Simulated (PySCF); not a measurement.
# Stationary points of YCl₂⁺

All numbers come from PBE0/[Y def2-TZVP with ECP28, Cl def2-TZVP], scalar-relativistic core potentials, density fitting, no spin–orbit coupling, PySCF.

Relaxations began from a few typed shapes. The search is not exhaustive: other isomers or separated fragments can lie lower, and high-lying points may rest on an excited occupation.

Problem. Order these stationary points by electronic energy, lowest first, in kJ/mol from the lowest minimum.
A. singlet C2v: Y–Cl 2.339 Å (×2); Cl–Y–Cl 112.0°
B. singlet D∞h: Y–Cl 2.388 Å (×2); Cl–Y–Cl 180.0°

Solution. A (0.0), B (44.1).

Problem. Which of them are minima?

Solution. By energy in kJ/mol, 0.0: minimum; 44.1: saddle point, 2 imaginary modes.

Formally Y is in oxidation state +3, d0. A d0 centre has no lone pair, yet it is C2v rather than linear: covalent bonding through the d orbitals favours lower symmetry. The polar-tensor charge on Y, 2.12, is below the formal one.
